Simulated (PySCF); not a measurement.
## Interval between two levels of Ta⁺ by level of theory

Ta⁺ [Xe] 4f14 5d3 6s1 [5F5, M_J = 5] → Ta⁺ [Xe] 4f14 5d2 6s1 7s1 [5F5, M_J = 5], as a difference of total energies. Computed with PySCF 2.14 in x2c-SVPall-2c with one added diffuse shell each of s, d type (8s9p10d2f, 99 functions), with the two-component X2C-1e Hamiltonian. "Screened" scales the spin-orbit matrix elements by Boettger's factors to mimic the two-electron term; Breit and QED terms are absent.

```json
{"method": "GHF (spin-free)", "interval between two levels (cm⁻¹)": "73215"}
{"method": "GHF (screened spin-orbit)", "interval between two levels (cm⁻¹)": "74103"}
```

The labels give the starting determinants; with spin-orbit coupling the two ends relaxed to ⟨J²⟩ = 30.01, ⟨L²⟩ = 12.61, ⟨S²⟩ = 5.85 and ⟨J²⟩ = 30.03, ⟨L²⟩ = 12.37, ⟨S²⟩ = 5.97.
